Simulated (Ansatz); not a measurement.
Ansatz (an electronic-structure program) input for CH₅ClFNSi₂, SMILES [Si@@H]1([Si@H](F)CN1)Cl, ωB97X-V/def2-SVPD. Geometry: B3LYP-D3(BJ)/def2-SVP. The structure was generated by enumeration; whether it is a known compound was not checked.

Ansatz 0.2 input:
```yaml
crystal:
  periodic: [false, false, false]
  atoms:
    - {symbol: F, position_ang: [2.51264756, 0.86921765, 0.88420841]}
    - {symbol: Si, position_ang: [1.40702466, 0.29767291, -0.17529665]}
    - {symbol: C, position_ang: [0.28944608, 1.68196623, -0.89634085]}
    - {symbol: N, position_ang: [-0.95611778, 1.25428546, -0.22924172]}
    - {symbol: Si, position_ang: [-0.72099214, -0.24501698, 0.61075057]}
    - {symbol: Cl, position_ang: [-1.60219748, -1.92575822, -0.28969439]}
    - {symbol: H, position_ang: [2.14874915, -0.54743671, -1.14892332]}
    - {symbol: H, position_ang: [0.22636287, 1.67073101, -2.00105997]}
    - {symbol: H, position_ang: [0.61803538, 2.69127763, -0.58673619]}
    - {symbol: H, position_ang: [-1.80970604, 1.77034105, -0.42451746]}
    - {symbol: H, position_ang: [-1.20821927, -0.27896056, 2.01454826]}
basis:
  gaussian:
    orbitals: def2-SVPD
hamiltonian:
  xc: {name: wB97X-V}
```

It prints:

```
WARN ansatz: RAYON_NUM_THREADS=2 ignored (pool sized by the plan → 2); use --threads N
Functional definition: wB97X-V
integrals: 0.19 GiB planned
1599 factors; their error is unknown
integrals: 0.22 GiB planned
644 factors; integrals over basis functions are off by at most 2.1e-5 eV
mean field: 1.77 GiB planned
mean field evaluation 1: about -33583.2593 eV, gradient 4.8e1 eV
mean field evaluation 2: about -33583.3035 eV, gradient 5.1e1 eV
mean field evaluation 4: about -33587.9219 eV, gradient 1.7e0 eV
mean field evaluation 8: about -33587.9377 eV, gradient 1.5e-1 eV
mean field evaluation 16: about -33588.0613 eV, gradient 1.9e-4 eV
mean field -33588.06134481 eV, -1234.3384876161 hartree, gradient 5.7e-5 eV, S^2 0.000000; 0 other end points of the search recorded, 0 dependent functions left out
reference -33588.06134201 eV, -1234.3384875131 hartree; 36, 36 occupied and 142, 142 virtual orbitals, 1599 factors
Total energy: -33588.06134201 eV, -1234.3384875131 hartree
```

The calculation finished and met its thresholds.

Cost: very roughly 18 core-seconds.
